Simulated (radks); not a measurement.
The numbers below are computed, except where a source is named.
Question: Ionisation of neutral helium, [He], to He+, 1s1, under several functionals. Dirac Kohn-Sham, spin-unpolarised, spherical densities, finite nucleus; a radial shooting solver on a logarithmic mesh with Libxc functionals. The NIST Atomic Spectra Database gives 24.587 eV (measured). Rank these functionals by the error of their Delta-SCF ionisation energy: Wu-Cohen GGA; revPBE; OLYP; exchange-only LDA.

Answer: From best to worst: exchange-only LDA 24.952 eV (+0.365); Wu-Cohen GGA 26.751 eV (+2.164); revPBE 27.047 eV (+2.460); OLYP 27.068 eV (+2.481). Spin polarisation and multiplet splitting are left out, so open shells lie too high by an amount that depends on their filling.

Beside tabulated values, note that spin-unpolarised runs miss the spin-polarisation part of the exchange energy of open shells.
